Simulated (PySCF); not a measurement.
Polarisability and C₆ of Zr²⁺ (zirconium, charge +2)

[Kr] 4d2, high-spin 3F determinant. Calculation: PySCF 2.14, in aug-cc-pVTZ-PP with one added diffuse shell each of s, p, d, f, g type with ECP28MDF (7s7p6d4f3g, 113 functions); a scalar-relativistic core potential. Coupled (time-dependent) response in atomic units; α is the mean over directions.

```csv
method,mean α (bohr³),C₆ (like pair),S(−4)
wB97X,12.07,59.49,97.56
```

S(−4) is the Cauchy moment in α(ω) = α(0) + S(−4) ω² + …

Spin-orbit coupling is absent.

α(iu) at wB97X:

```
u (hartree)  α(iu) (bohr³)
          0          12.07
     0.0500          11.84
      0.100          11.22
      0.200          9.605
      0.300          8.163
      0.500          6.164
      0.750          4.613
       1.00          3.582
       1.50          2.304
       2.00          1.575
       3.00         0.8441
       5.00         0.3445
```

A single London oscillator, α(iu) = α/(1 + u²/ω²), gives C₆ = (3/4) ω α². Matching the computed C₆ needs ω = 4 × 59.49 / (3 × 12.07²) = 0.544 hartree.

For an ion, C₆ is the dispersion term alone; charge-induced terms of lower order in 1/R come first.

Energies and moments cover only the electrons outside the core potential.
